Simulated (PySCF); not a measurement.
Nuclear quadrupole coupling in `CCO[Si@](C)(NC)[SiH2]N`

Species: C4H16N2OSi2.
SMILES with atom numbers: `[CH3:1][CH2:2][O:3][Si@:4]([CH3:5])([NH:6][CH3:7])[SiH2:8][NH2:9]` (hydrogens: H10, H11, H12 on C1; H13, H14 on C2; H15, H16, H17 on C5; H18 on N6; H19, H20, H21 on C7; H22, H23 on Si8; H24, H25 on N9)

Structure used (GFN2-xTB), in Å, numbered top down from 1:
```xyz
25
C4H16N2OSi2 angstrom
C      2.513    1.015    1.323
C      2.242   -0.386    0.789
O      0.922   -0.775    1.020
Si    -0.423   -0.479    0.146
C     -1.734   -0.099    1.490
N     -0.725   -1.968   -0.688
C     -1.960   -2.241   -1.382
Si    -0.222    1.112   -1.506
N      0.135    2.629   -0.744
H      3.568    1.253    1.224
H      1.925    1.739    0.765
H      2.234    1.067    2.373
H      2.466   -0.423   -0.284
H      2.880   -1.116    1.302
H     -1.678   -0.819    2.302
H     -1.618    0.889    1.925
H     -2.733   -0.156    1.067
H     -0.350   -2.804   -0.262
H     -1.814   -3.034   -2.118
H     -2.274   -1.339   -1.903
H     -2.768   -2.543   -0.705
H      0.920    0.964   -2.423
H     -1.403    1.191   -2.399
H     -0.438    2.924    0.031
H      0.322    3.425   -1.334
```

Field gradients from the PBE0/pcSseg-1 density (PySCF, non-relativistic), principal values in atomic units, ordered |Vxx| ≤ |Vyy| ≤ |Vzz|:

```tsv
atom	Vxx	Vyy	Vzz
O3	-0.4755	-1.1969	1.6725
N6	0.3224	0.7200	-1.0424
N9	0.3147	0.6082	-0.9229
```

Problem. Find the asymmetry η = (Vxx − Vyy)/Vzz and the couplings χ = eQV/h (234.96 MHz × Q in barn × V in au), with Q(17O) = −0.0256 b, Q(14N) = 0.02044 b.

Solution. 
```tsv
atom	environment	nucleus	η	χzz (MHz)	χxx (MHz)	χyy (MHz)
O3	silyl ether oxygen	17O	0.43	-10.06	2.86	7.20
N6	silicon-bound nitrogen	14N	0.38	-5.01	1.55	3.46
N9	silicon-bound nitrogen	14N	0.32	-4.432	1.511	2.921
```

Problem. What is Vzz at N9 in SI units (1 au = 9.71736 × 10²¹ V/m²)?

Solution. -0.9229 au = -8.968 × 10²¹ V/m².

Were the hydrogens deuterons (Q(2H) = 0.00286 b), χzz would run from 101 kHz (H23) to 288 kHz (H25 and H24).

The structure is a single GFN2-xTB conformer in the gas phase; no vibrational or solvent corrections. GFN2-xTB frequencies show an imaginary mode (36i cm⁻¹), so this geometry is no minimum at that level. GFN2-xTB bond lengths can be off by several hundredths of an ångström, more for odd bonds, and the gradients follow them. With a basis this small, the couplings can be 20 % off.
